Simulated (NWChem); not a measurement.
System: InI$_{2}$F; SMILES [F][In]([I])[I]

```xyz
4

In     0.0000     0.0000     0.6674
F      0.0000     0.0000     2.6179
I     -2.3552     0.0000    -0.5308
I      2.3552     0.0000    -0.5308
```
Atoms are numbered in this order, from 1.

Program: NWChem. Structure relaxed at the PBE0/def2-SVP level. def2 effective core potentials on In, I; no spin-orbit coupling. Vertical excitations in the gas phase; the lowest state need not have the same character in each row.

```tsv
level	lowest excitation, singlet (eV)	orbital gap (eV)
PBE/def2-SVP, full TDDFT	3.20	3.02
B3LYP/def2-SVP, full TDDFT	___	___
Hartree-Fock/def2-SVP, TDHF	5.21	10.74
```

Task: Complete the blanks.

Result: 
- B3LYP/def2-SVP, full TDDFT, lowest excitation, singlet (eV): 3.53
- B3LYP/def2-SVP, full TDDFT, orbital gap (eV): 4.42
